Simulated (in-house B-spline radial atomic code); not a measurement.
**Rh6+: [Ar] 3d10 4s2 4p5 4d3 4f1 (an excited or competing configuration)**

Computed with a B-spline radial code for spherical atoms: Dirac-Hartree-Fock, average of configuration, Fermi nucleus of rms radius 4.4945 fm.

Screening seen three ways: the hydrogenic charge with the same mean radius, Z_r = [3n² - l(l+1)]/(2<r>), the one with the same energy, Z_e = n√(-2ε), and Slater's rules. Values are occupation-weighted means over j. An effective charge above Z reflects the relativistic contraction of the inner shells.

```json
{"shell": "1s", "electrons": "2", "ε (eV)": "-23466", "<r> (bohr)": "0.03262", "Z_r": "45.99", "Z_e": "41.53", "Slater": "44.70"}
{"shell": "2s", "electrons": "2", "ε (eV)": "-3573.9", "<r> (bohr)": "0.1413", "Z_r": "42.47", "Z_e": "32.41", "Slater": "40.85"}
{"shell": "2p", "electrons": "6", "ε (eV)": "-3209.3", "<r> (bohr)": "0.1236", "Z_r": "40.46", "Z_e": "30.72", "Slater": "40.85"}
{"shell": "3s", "electrons": "2", "ε (eV)": "-758.51", "<r> (bohr)": "0.3875", "Z_r": "34.84", "Z_e": "22.40", "Slater": "33.75"}
{"shell": "3p", "electrons": "6", "ε (eV)": "-634.99", "<r> (bohr)": "0.388", "Z_r": "32.22", "Z_e": "20.49", "Slater": "33.75"}
{"shell": "3d", "electrons": "10", "ε (eV)": "-437.11", "<r> (bohr)": "0.3683", "Z_r": "28.51", "Z_e": "17.00", "Slater": "23.85"}
{"shell": "4s", "electrons": "2", "ε (eV)": "-194.16", "<r> (bohr)": "0.9473", "Z_r": "25.34", "Z_e": "15.11", "Slater": "17.60"}
{"shell": "4p", "electrons": "5", "ε (eV)": "-155.66", "<r> (bohr)": "1.016", "Z_r": "22.64", "Z_e": "13.53", "Slater": "17.60"}
{"shell": "4d", "electrons": "3", "ε (eV)": "-100.78", "<r> (bohr)": "1.19", "Z_r": "17.64", "Z_e": "10.89", "Slater": "9.30"}
{"shell": "4f", "electrons": "1", "ε (eV)": "-49.166", "<r> (bohr)": "1.857", "Z_r": "9.69", "Z_e": "7.60", "Slater": "7.00"}
```

The least bound orbital is 4f5/2 at -49.16 eV, while the most diffuse is 4f7/2 (<r> = 1.857 bohr against 1.856 bohr): energy order and size order differ.

Spin-orbit splittings of the orbital energies (j = l + 1/2 above j = l - 1/2 when positive): 2p 145.4 eV, 3p 25.96 eV, 3d 5.05 eV, 4p 4.597 eV, 4d 0.6341 eV, 4f -0.009017 eV.

For the 1s electron the small component carries 2.71 % of the norm, the zero-frequency Breit interaction raises the level by 48.29 eV, self-energy by 26.75 eV, and vacuum polarisation lowers it by 3.249 eV.
